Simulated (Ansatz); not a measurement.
Input file for Ansatz (a quantum-chemistry and plane-wave program): R-PBE/def2-TZVPP on NH3 (SMILES N).

Ansatz 0.2 input:
```yaml
crystal:
  periodic: [false, false, false]
  atoms:
    - {symbol: N, position_ang: [0.00000000, -0.00002166, 0.27906864]}
    - {symbol: H, position_ang: [-0.00000000, 0.94280068, -0.09306197]}
    - {symbol: H, position_ang: [0.81651180, -0.47143951, -0.09305334]}
    - {symbol: H, position_ang: [-0.81651180, -0.47143951, -0.09305334]}
basis:
  gaussian:
    orbitals: def2-TZVPP
hamiltonian:
  xc: {name: PBE}
scf: {lower_state_search: off}
```

**Question.** Give the final energy of this run.

**Answer.** -56.5106 hartree.
